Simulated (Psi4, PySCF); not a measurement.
IRb (SMILES [Rb][I]), singlet, geometry from GFN2-xTB (such geometries of metal compounds can be far from the true shape) (core potentials on I, Rb), atoms displaced at random by about 0.03 Å a coordinate. Base run: HF/def2-SVP, gradient (PySCF).

The PySCF input:
```python
from pyscf import gto, scf

mol = gto.Mole()
mol.atom = '''
    Rb    0.00977679    0.00727236   -1.93029328
    I    -0.04320073   -0.04471278    1.29147851
'''
mol.basis = 'def2-svp'
mol.ecp = {'I': 'def2-svp', 'Rb': 'def2-svp'}
mol.verbose = 4
mol.build()

mf = scf.RHF(mol)
mf.kernel()
g = mf.nuc_grad_method()
grad = g.kernel()
```

Programs used: Psi4, PySCF; a row that names a program was run with it.

The coordinate followed is z of atom 1.

The base run was repeated with changes; each row names its change, and settings that it needs were set with it.

| change | dE/dx (Eh/bohr) | net force (Eh/bohr) |
|---|---|---|
| base | 0.006499 | 0.000000 |
| conv_tol = 1e-11 | 0.006499 | 0.000000 |
| conv_tol = 1e-6 | 0.006499 | 0.000000 |
| finite difference step (bohr) = 1e-5; conv_tol = 1e-11 | 0.006499 | - |
| code = psi4 | 0.006519 | 0.000000 |
| density fitting = on | 0.006517 | 0.000000 |
| finite difference step (bohr) = 1e-4; conv_tol = 1e-11 | 0.006499 | - |
| finite difference step (bohr) = 0.01; conv_tol = 1e-11 | 0.006500 | - |
| finite difference step (bohr) = 0.05; conv_tol = 1e-11 | 0.006527 | - |
| density fitting = on; auxbasis_response = off | 0.006561 | 0.000009 |
| finite difference step (bohr) = 1e-3; conv_tol = 1e-11 | 0.006499 | - |
| finite difference step (bohr) = 0.2; conv_tol = 1e-11 | 0.006947 | - |

The net force is zero for an exact gradient.
